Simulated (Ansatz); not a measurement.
Reaction (ligand exchange at a B–C bond): `CCBCN` + CH₃OH → `COBCN` + `CC`

Calculated with Ansatz (gas phase, PBE0-D4/def2-TZVP geometries, no zero-point term in ΔE). CCSD(T)/CBS adds triple-zeta CCSD(T) − MP2 to the extrapolated MP2 energy (def2 sets, frozen cores). This one scheme is used for every species. Functionals use def2-TZVPP. B3LYP here is the variant with VWN-RPA as its local correlation; programs differ in this. Each species was taken in one conformer, which may not be the lowest.

`CCBCN`:

Z-matrix (Å, degrees):
```
C
C 1 1.523
H 1 1.093 2 112.0
H 1 1.093 2 111.4 3 -120.2
H 1 1.093 2 111.4 3 120.2
B 2 1.560 1 118.8 3 180.0
H 2 1.100 1 110.7 3 55.3
H 2 1.102 1 110.5 3 -57.5
C 6 1.555 2 123.2 1 -0.7
H 6 1.205 2 117.7 1 -178.0
N 9 1.452 6 116.1 2 169.4
H 9 1.114 6 102.9 2 -64.9
H 9 1.099 6 109.4 2 44.5
H 11 1.011 9 111.0 6 41.7
H 11 1.011 9 112.2 6 162.4
```

CH₃OH:

Cartesian coordinates in Å:
```
C 0.173 0.128 -0.283
O -0.068 -0.723 0.813
H 1.107 -0.199 -0.742
H 0.291 1.176 0.019
H -0.618 0.069 -1.041
H -0.886 -0.452 1.235
```

`COBCN`:

```xyz
13

C    -2.323    0.795   -0.182
O    -0.934    0.904    0.042
B    -0.102   -0.148   -0.063
C     1.418    0.055    0.260
N     2.254   -1.019   -0.263
H    -2.854    1.089    0.725
H    -2.607    1.473   -0.989
H    -2.603   -0.228   -0.451
H    -0.553   -1.228   -0.367
H     1.491    0.193    1.357
H     1.744    1.011   -0.167
H     3.193   -0.973    0.109
H     1.875   -1.922   -0.009
```

`CC`:

Cartesian coordinates in Å:
```
C 0.472 -0.471 0.362
C -0.472 0.471 -0.362
H 0.769 -0.069 1.334
H 0.007 -1.444 0.538
H 1.385 -0.643 -0.214
H -0.769 0.069 -1.334
H -0.007 1.444 -0.538
H -1.385 0.643 0.214
```

Is it downhill or uphill in electronic energy at CCSD(T)/CBS, and by how much? (Best estimate.)

Ansatz gave: Downhill: ΔE = -1.52 eV.

What do these levels give: PBE-D4, ωB97X-V, B2PLYP, PBE, PBE0, B3LYP, SCS-MP2/def2-TZVPP, CCSD(T)/def2-TZVPP, HF/def2-QZVPP, SCS-MP2/def2-QZVPP, HF/CBS(def2), CCSD/CBS(def2)? (An estimate is asked.)

Ansatz gave: PBE-D4 -1.49, ωB97X-V -1.53, B2PLYP -1.61, PBE -1.51, PBE0 -1.51, B3LYP -1.61, SCS-MP2/def2-TZVPP -1.58, CCSD(T)/def2-TZVPP -1.56, HF/def2-QZVPP -1.64, SCS-MP2/def2-QZVPP -1.56, HF/CBS(def2) -1.64, CCSD/CBS(def2) -1.52 eV.

Largest T1 diagnostic among the species: 0.012.

In def2-TZVPP, CCSD(T) changes the Hartree–Fock value by +0.08 eV (the triples alone add −0.00 eV) and MP2 by +0.09 eV. The D4 term adds +0.04 eV with B3LYP and +0.02 eV with PBE0; it sums over pairs of atoms, weighted by their polarisabilities, and B3LYP, whose exchange is more repulsive, gets the larger term.
